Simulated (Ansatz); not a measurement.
Frontier orbitals of B2H4SSi.

Z-matrix (Å, degrees):
```
Si
B 1 2.158
B 1 1.874 2 46.4
S 1 2.212 2 52.2 3 -140.1
H 1 1.492 2 131.8 3 139.6
H 2 1.193 1 144.7 3 -121.2
H 3 1.185 1 135.2 2 154.1
H 4 1.359 1 104.4 2 -95.7
```

Charge 0, multiplicity 1. The bonds changed during the relaxation, so this is another structure than the one it started from. Geometry: relaxed with PBE0-D4/def2-TZVP. It is one conformer, not always the lowest. Basis def2-TZVPP, the Gaussian-basis code of Ansatz.

| functional | HOMO (eV) | LUMO (eV) | gap (eV) |
| --- | --- | --- | --- |
| PBE | -5.53 | -2.30 | 3.23 |
| PBE0 | -6.37 | -1.47 | 4.90 |
| r2SCAN0 | -6.45 | -1.37 | 5.08 |
| ωB97M-V | -8.28 | 0.41 | 8.69 |
| HF | -7.95 | 1.77 | 9.72 |

Against PBE, PBE0 changes HOMO and LUMO by −0.83 and +0.83 eV, ωB97M-V by −2.74 and +2.70 eV. A gap of 3.24 eV thus becomes 8.68 eV for the same molecule, so an orbital gap means little without its functional. A positive LUMO is unbound and depends on the basis.
